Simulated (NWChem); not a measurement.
C2H9PSi; SMILES C[SiH](C)P

```xyz
13

Si    -0.0094     0.4388     0.4052
C      1.5101     1.3434    -0.2719
C     -1.6083     1.2069    -0.2552
P     -0.0354    -1.7998    -0.0582
H     -0.0033     0.5294     1.8955
H      1.5470     1.2929    -1.3663
H      2.4377     0.9079     0.1158
H      1.4906     2.4023     0.0154
H     -2.4897     0.6925     0.1431
H     -1.6547     1.1565    -1.3494
H     -1.6769     2.2628     0.0331
H      0.2803    -1.6599    -1.4432
H      1.3205    -2.0328     0.3186
```
Atoms are numbered in this order, from 1.

Computed with NWChem. Geometry: optimised at B3LYP/6-31G* (spherical d). Ions are spin-unrestricted doublets at the neutral geometry. Hybrids' shares of exact exchange are those that their runs print; pure functionals count as 0. The functionals differ in more than this share.

```
row              share of exact exchange  ΔSCF ionisation energy minus −ε(HOMO) (eV)
---------------  -----------------------  ------------------------------------------
PBE/def2-SVP                        0.00                                        3.08
B3LYP/def2-SVP                      0.20                                    withheld
PBE0/def2-SVP                       0.25                                        2.09
M06-2X/def2-SVP                     0.54                                        1.16
```

Fit a straight line of the last column on the one before it, predict the withheld value, and compare with the run.


1. Means of the 3 shown rows: x = 0.263, y = 2.110. Slope Σ(x − x̄)(y − ȳ)/Σ(x − x̄)² = -0.5180/0.1461 = -3.546; intercept 3.044.
2. The shown rows scatter about the line by 0.048 (root mean square); the largest residual is -0.07, at PBE0/def2-SVP.
3. At x = 0.20 (B3LYP/def2-SVP; inside the shown range) the line gives 2.33.
4. The run gives 2.34, +0.01 from the line, 0.2 times the scatter. The line crosses zero at a share of 0.86, outside the shown range.
